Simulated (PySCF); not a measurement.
All values below come from PBE-D3(BJ)/def2-TZVP // B3LYP-D3(BJ)/def2-SVP (PySCF). Gas-phase values, no solvent. One relaxed conformer stands for a flexible species; it need not be the lowest. 

Reference species (SMILES): `C[CH2][Sn]([CH2]C)([CH2]C)[CH2]C` (neutral, multiplicity 1).

```
Item             Result
-------------  --------
HOMO–LUMO gap   5.57 eV
HOMO           -5.86 eV
```

Changed species: `[SnH4]` (4 of 4 C2H5 replaced by H; the reference has 0 of 4 C2H5 replaced by H).

Q: What does the change do to the HOMO–LUMO gap and HOMO?

A: the HOMO–LUMO gap rises by 1.95 eV, to 7.52 eV; the HOMO falls by 2.06 eV, to -7.92 eV.
